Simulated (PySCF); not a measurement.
**Shapes and spin states of MoBr₂**

These are results of PBE/[Mo def2-TZVP with ECP28, Br def2-TZVP], scalar-relativistic core potentials, density fitting, no spin–orbit coupling, PySCF, not measurements.

Relaxations began from a few typed shapes and spin states; open shells are unrestricted. The search is not exhaustive: other isomers or separated fragments can lie lower, and high-lying points may rest on an excited occupation.

**Question.** Which is the lowest minimum found?
A. quintet C2v: Mo–Br 2.410 Å (×2); Br–Mo–Br 130.6°
B. quintet D∞h: Mo–Br 2.431 Å (×2); Br–Mo–Br 180.0°
C. broken-symmetry Ms = 1 (⟨S²⟩ 3.01) C2v: Mo–Br 2.394 Å (×2); Br–Mo–Br 127.0°

**Answer.** A. The others lie at 11.6 (quintet D∞h, a saddle point), 81.8 (broken-symmetry Ms = 1 C2v) kJ/mol above it.

Formally Mo is in oxidation state +2, d4, with 4 unpaired electrons (the high-spin count). The Mulliken spin on Mo is 4.01. The polar-tensor charge on Mo, 0.95, is far below the formal one.

For the lowest minimum: with open d or f shells other occupations or spin states may lie lower.

The electron or spin density has lower symmetry than the nuclear frame for the quintet D∞h at 11.6 kJ/mol.
